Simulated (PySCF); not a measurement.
RbF, SMILES [F][Rb].

Coordinates come from a B3LYP-D3(BJ)/def2-TZVPD optimisation. The def2 effective core potentials stand for the cores of Rb; spin–orbit coupling is left out.

The numbers are results of PySCF with TDDFT-PBE/def2-TZVPD, not measurements.

Vertical excitations; the highest root listed may be one member of a degenerate set. Gas-phase values at a fixed geometry. State labels are in the subgroup C2v.

| state | symmetry | energy (eV) | λ (nm) | f | main pairs |
|---|---|---|---|---|---|
| S1 | B1 | 2.87 | 431 | 0.002 | HOMO−1→LUMO (degenerate set) |
| S2 | B2 | 2.87 | 431 | 0.002 | HOMO→LUMO (degenerate set) |
| S3 | A1 | 2.99 | 415 | 0.059 | HOMO−2→LUMO 99 % |
| S4 | B1 | 4.27 | 290 | 0.007 | HOMO−2→LUMO+1 (degenerate set) |
| S5 | B2 | 4.27 | 290 | 0.007 | HOMO−2→LUMO+2 (degenerate set) |
| S6 | A2 | 4.32 | 287 | 0.000 | HOMO→LUMO+1, HOMO−1→LUMO+2 (degenerate set) |
| S7 | A1 | 4.32 | 287 | 0.000 | HOMO−1→LUMO+1, HOMO→LUMO+2 (degenerate set) |
| S8 | A1 | 4.32 | 287 | 0.000 | HOMO→LUMO+2 49 %, HOMO−1→LUMO+1 49 % |
| S9 | A2 | 4.33 | 286 | 0.000 | HOMO−1→LUMO+2 50 %, HOMO→LUMO+1 50 % |
| S10 | A1 | 4.46 | 278 | 0.004 | HOMO−2→LUMO+3 98 % |
| T1 | A1 | 2.73 | 455 | 0 | HOMO−2→LUMO 100 % |
| T2 | B2 | 2.83 | 438 | 0 | HOMO→LUMO (degenerate set) |
| T3 | B1 | 2.83 | 438 | 0 | HOMO−1→LUMO (degenerate set) |
| T4 | B1 | 4.26 | 291 | 0 | HOMO−2→LUMO+1 100 % |
Triplets are in the Tamm–Dancoff approximation, which puts them higher than full response would, so one can lie above its singlet here.
